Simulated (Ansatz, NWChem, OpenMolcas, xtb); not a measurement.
**Computed against measured: dipole moment**

8 molecules with halogens; the dipole moment in D, computed less measured. Shapes, held fixed at every level: PBE0-D4/def2-TZVP. No vibrational averaging. Dipoles are compared by magnitude; molecules under 1 D, whose direction can flip, are left out. Programs: Ansatz 0.2.0, NWChem 7.3.0, OpenMolcas 26.06, xtb 6.7.1. Measured values: NIST CCCBDB.

Levels: A = GFN0-xTB; B = r2SCAN-D4/def2-TZVPP; C = B3LYP/6-31G* (spherical functions); D = PBE0/def2-SVP; E = wB97M-V/def2-TZVPP.

```csv
molecule,measured,A,B,C,D,E
HF (SMILES F),1.82,+0.71,+0.02,+0.03,+0.04,+0.02
HOF (hypofluorous acid),2.23,-0.18,-0.30,-0.26,-0.21,-0.27
CHFO (formyl fluoride),2.02,-0.21,+0.02,-0.05,-0.01,+0.09
CH3Br (bromomethane),1.81,+0.15,+0.14,+0.20,+0.02,+0.08
CH3Cl (chloromethane),1.87,-0.19,+0.05,+0.14,+0.01,+0.01
SO2F2 (sulfuryl fluoride),1.12,-0.20,+0.02,+0.06,-0.08,+0.04
"C2H3F3 (1,1,1-trifluoroethane)",2.32,+0.22,-0.09,-0.31,-0.11,-0.04
"C2H4F2 (1,1-difluoroethane)",2.27,+0.40,-0.13,-0.33,-0.13,-0.08
```

Q: Sum up the errors.

A: 
| level | kind | mean error | mean absolute error | worst case |
| --- | --- | --- | --- | --- |
| GFN0-xTB | semi-empirical | +0.087 | 0.282 | HF |
| r2SCAN-D4/def2-TZVPP | meta-GGA | -0.034 | 0.096 | HOF |
| B3LYP/6-31G* (spherical functions) | global hybrid | -0.065 | 0.173 | C2H4F2 |
| PBE0/def2-SVP | global hybrid | -0.059 | 0.076 | HOF |
| wB97M-V/def2-TZVPP | range-separated hybrid | -0.019 | 0.079 | HOF |

On this set PBE0/def2-SVP has the smallest mean absolute error and GFN0-xTB the largest. No level errs clearly to one side. The levels differ in basis as well as in method. The tabulated value of HOF is in doubt (older tables, estimates, or at odds with other calculations) and kept here. Over the 7 molecules whose values aren't doubted the mean absolute errors are A 0.297; B 0.067; C 0.160; D 0.057; E 0.051. The smallest two are near a tie. Relativity is left out for Br. The set is small.
